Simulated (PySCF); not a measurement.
Working out the ionisation energy of Sc

Sc [Ar] 3d1 4s2 (2D) → Sc⁺ [Ar] 3d1 4s1 (3D). Calculation: PySCF 2.14, in def2-TZVPPD; the non-relativistic Hamiltonian (point nucleus). Frozen: [Ar]. Energies in hartree (1 hartree = 27.21139 eV):

```json
{"part": "UHF", "Sc (lower)": "-759.725079", "Sc⁺ (upper)": "-759.527884"}
{"part": "CCSD correlation", "Sc (lower)": "-0.039414", "Sc⁺ (upper)": "-0.004225"}
{"part": "(T)", "Sc (lower)": "-0.001067", "Sc⁺ (upper)": "0.000000"}
```

**Question.** What does Hartree-Fock give?

**Answer.** (-759.527884) − (-759.725079) = 0.197195 hartree = 5.366 eV.

**Question.** What do CCSD and CCSD(T) give?

**Answer.** The CCSD correlation energies differ by 0.035189 hartree = 0.958 eV and the triples by 0.001067 hartree = 0.029 eV, so CCSD gives 6.324 eV and CCSD(T) 6.353 eV.

Measured between the centres of the two terms (NIST): 6.562 eV, so CCSD(T) (valence) is off by -0.209 eV.

The calculation is non-relativistic.

What remains against the reference includes basis incompleteness, the frozen core and higher excitations.
